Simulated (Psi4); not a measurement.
Noncovalent pair: CO (SMILES [C-]#[O+]) (first 2 atoms) with CHN (SMILES C#N); geometry from B3LYP-D3(BJ)/def2-TZVP.
(charge 0, multiplicity 1):
```xyz
5

C      0.4974    -0.3196     0.0510
O      0.6472    -0.5982    -1.0264
C     -0.0120     0.5830     3.4657
N     -0.1844     0.8774     4.5603
H      0.1483     0.3085     2.4442
```

The numbers are results of SAPT0/jun-cc-pV(D+d)Z in Psi4 1.11, not measurements.

Q: Which attractive term is largest, and how does the interaction split up?

A: electrostatics -2.12, exchange 2.38, induction -0.73, dispersion -0.77, total -1.24 kcal/mol; the largest attraction is electrostatics.
